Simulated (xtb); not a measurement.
C₅H₇FO, SMILES [C@]1(CC=C1)(OC)F. All values are semi-empirical tight-binding results from xtb (GFN2-xTB unless named), good for trends rather than for accurate numbers. Geometry optimised at GFN2-xTB. The structure was generated by enumeration; whether it is a known compound was not checked. Other conformers were not sampled.

Computed properties:
```json
{
 "orbital_gap": "4.59 eV",
 "dipole_moment": "3.65 D",
 "zero_point_energy": "67.7 kcal/mol",
 "G − E(el) at 298.15 K (modified RRHO)": "48.1 kcal/mol",
 "static polarisability (D4 model)": "62.7 bohr³",
 "solvation energy, GFN2-xTB/ALPB(water)": "-3.7 kcal/mol",
 "solvation energy, GFN2-xTB/ALPB(thf)": "-6.7 kcal/mol"
}
```

Computed IR lines (harmonic; lines under 4 % of the strongest left out, lines within 3 cm⁻¹ merged):
ν (cm⁻¹): 427 (w), 475 (w), 517 (w), 663 (w), 905 (m), 1005 (w), 1021 (w), 1027 (w), 1036 (m), 1126 (s), 1130 (m), 1154 (s), 1223 (m), 1280 (vs), 1464 (w), 2927 (m), 2948 (m), 3003 (w), 3016 (w), 3034 (w), 3127 (w), 3147 (m) (against the strongest line: vs over 80 %, s over 45 %, m over 15 %, w over 4 %, vw less)
